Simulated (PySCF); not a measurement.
## Ionisation energy of Ag⁺ by level of theory

Ag⁺ [Kr] 4d10 (1S) → Ag²⁺ [Kr] 4d9 (2D), as a difference of total energies. Computed with PySCF 2.14 in aug-cc-pVDZ-PP with ECP28MDF (5s5p4d2f, 54 functions), with a scalar-relativistic core potential. Correlated levels: valence: 4s2 4p6 frozen. The calculations carry no spin-orbit coupling.

| method | ionisation energy (eV) | difference from reference (eV) |
| --- | --- | --- |
| UHF | 19.730 | -1.754 |
| BP86 | 21.848 | +0.364 |
| r2SCAN | 21.542 | +0.058 |
| MP2 (valence) | 21.656 | +0.172 |
| SCS-MP2 (valence) | 21.457 | -0.027 |

Reference: 21.484 eV (measured; NIST Atomic Spectra Database, ionization energies).

The reference lies between the lowest fine-structure levels, while these numbers refer to the centres of the terms.

Errors of the correlated levels include the incompleteness of this basis and the frozen core.
